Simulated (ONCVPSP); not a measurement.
# Pt: one change to an ONCV potential, before and after

```json
{
 "Element": "platinum",
 "Generator": "ONCVPSP 4.0.1",
 "Type": "optimised norm-conserving Vanderbilt (ONCV)",
 "Functional": "PBE",
 "Relativity": "fully relativistic",
 "Frozen core": "[Kr] 4d10 4f14",
 "Valence charge": "18",
 "Reference configuration": "5s2 5p6 5d9 6s1",
 "Partial waves": "5s+6s: rc 1.45 bohr, ncon 3, nbas 6, qcut 7.1 1/bohr, 2 projectors; 5p: rc 1.30 bohr, ncon 4, nbas 7, qcut 7.4 1/bohr, 2 projectors, debl 3.7 Ha; 5d: rc 1.55 bohr, ncon 4, nbas 7, qcut 6.4 1/bohr, 1 projector",
 "Local potential": "polynomial inside 0.85 bohr (lpopt 5, dvloc0 4 Ha)",
 "Core correction": "Teter function, fcfact 3.75, rcfact 1.4"
}
```

Open shells are filled in proportion to 2j + 1.

Change: s: rc 1.2.

Cutoffs: the cutoffs (Ha) at which the residual kinetic energy of the hardest occupied pseudo-wave falls to 1 and 0.1 mHa per electron; they do not see the model core or the augmentation charge, which bear on the density cutoff. Errors are all-electron minus pseudo energies relative to the spin-unpolarised reference configuration.

Predict the effect on cutoff, ghosts and configuration errors.

The potential gets neither clearly harder nor softer (44 Ha and 86 Ha → 44 Ha and 96 Ha); both files keep a bound ghost (s); of the 4 tests that both files solve, the error grows in 1 and shrinks in 2 by more than 15 % and 0.3 meV (median size 2.8 → 2.6 meV).

| quantity | base | changed |
| --- | --- | --- |
| cutoff, loose | 44 Ha | 44 Ha |
| cutoff, tight | 86 Ha | 96 Ha |
| loose cutoff by channel | s 21 Ha, p 44 Ha, d 19 Ha | s 39 Ha, p 44 Ha, d 19 Ha |
| bound ghosts | s | s |
| GHOST(+) flags under 300 eV | p3/2 at 283.3 eV | p3/2 at 283.3 eV |
| error for 5s2 5p6 5d9 6s0, meV [ΔE 9.21 eV] | -1.6 | -0.6 |
| error for 5s2 5p6 5d8 6s0, meV [ΔE 29.19 eV] | +3.5 | +4.3 |
| error for 5s2 5p6 5d7 6s0, meV [ΔE 61.41 eV] | +14 | +15 |
| error for 5s2 5p6 5d10 6s0, meV [ΔE -0.04 eV] | -2.2 | -1.0 |
| p3/2: phases at 1.32 bohr within 0.05 rad from the reference energy up to (Ha; the scan ends near 5) | to the end of the scan | to the end of the scan |
| p1/2: phases at 1.32 bohr within 0.05 rad from the reference energy up to (Ha; the scan ends near 5) | to the end of the scan | to the end of the scan |
| d5/2: phases at 1.58 bohr within 0.05 rad from the reference energy up to (Ha; the scan ends near 5) | 3.1 | 3.1 |
| d3/2: phases at 1.58 bohr within 0.05 rad from the reference energy up to (Ha; the scan ends near 5) | 3.2 | 3.2 |
| rms error of d²Exc/dni dnj with the model core, mHa | 3.26 | 3.45 |

 A true bound ghost makes a file unfit for plane-wave use even where its test errors are small: the radial tests pick states by their node count and pass the ghost by.
